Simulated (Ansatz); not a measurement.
Mulliken charges of `[NH2][AlH][CH2]Cl` from ωB97M-V/def2-TZVPP in Ansatz (PBE0-D4/def2-TZVP geometry).

| atom | x (Å) | y (Å) | z (Å) | charge (e) |
| --- | --- | --- | --- | --- |
| N1 | -0.111 | 1.745 | 0.337 | -0.377 |
| Al2 | 0.518 | 0.291 | -0.442 | 0.497 |
| C3 | -0.455 | -1.392 | -0.214 | -0.388 |
| Cl4 | 0.724 | -1.937 | 1.075 | -0.122 |
| H5 | -0.949 | 1.796 | 0.893 | 0.103 |
| H6 | 0.377 | 2.626 | 0.367 | 0.107 |
| H7 | 1.847 | 0.358 | -1.290 | -0.120 |
| H8 | -1.438 | -1.385 | 0.252 | 0.146 |
| H9 | -0.424 | -2.148 | -0.996 | 0.153 |

Task: By hand: the dipole of these point charges (1 e Å = 4.8032 D).

Result: Σ q r = (-0.166, 0.155, -0.224) e Å, of length 0.319 e Å = 1.53 D.

Task: How does the dipole of the full density compare? (An estimate is asked.)

Result: The calculation gave: (-0.348, 0.186, -0.073) e Å, 1.93 D; the point charges give 0.79 times that, at 36° from its direction.

Point charges leave out the atoms' own dipoles, such as those of lone pairs, and Mulliken's split depends on the basis, so the two needn't agree.
